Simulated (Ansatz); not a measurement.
CH3Cl2Si, SMILES `C[Si](Cl)Cl` radical at its PBE0-D4/def2-TZVP geometry, where that method's forces vanish. Total charge 0; spin multiplicity 2.

```xyz
7

C    -0.7579   -0.0332   -0.4472
Si    0.5411    0.4829    0.7851
Cl    2.2256    1.0967   -0.2251
Cl    1.0289   -1.1287    1.9680
H    -1.6536   -0.3754    0.0741
H    -1.0161    0.8074   -1.0937
H    -0.3680   -0.8497   -1.0612
```

Q: What forces (eV/Å) does ωB97M-V/def2-TZVPP give on these atoms in Ansatz 0.2.0? (Best estimate.)

A: The calculation gave: 
```
C1  -0.042 -0.036 -0.059
Si2 -0.099  0.101  0.048
Cl3  0.061 -0.003 -0.052
Cl4  0.023 -0.074  0.019
H5   0.066  0.025 -0.045
H6   0.016 -0.067  0.047
H7  -0.026  0.055  0.041
```
